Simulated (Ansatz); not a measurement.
A structure relaxed at PBE0-D4/def2-TZVP, charge 0, multiplicity 1:

```xyz
12

C     1.8821   -0.6492    0.7331
N     1.2980    0.1635   -0.0331
C    -0.0814    0.3270    0.0109
Si   -1.0352   -0.2973   -1.4779
C    -0.7366    0.9964    0.9628
Cl    0.0139    1.6935    2.3464
H     1.3534   -1.2754    1.4592
H     2.9653   -0.7395    0.6740
H    -2.4722    0.0112   -1.2671
H    -0.8455   -1.7664   -1.6007
H    -0.5419    0.3533   -2.7173
H    -1.8000    1.1829    0.9098
```

Problem. Give its formula and SMILES.

Solution. C3H6ClNSi, `C=N/C([SiH3])=C\Cl`.

Problem. Summarise the bond lengths by kind.

Solution. 2 × C–N 1.260 to 1.390 Å; 3 × C–H 1.081 to 1.095 Å; 1 × C–Si 1.875 Å; 1 × C–C 1.335 Å; 3 × H–Si 1.484 to 1.486 Å; 1 × C–Cl 1.722 Å.

All numbers were calculated with Ansatz.
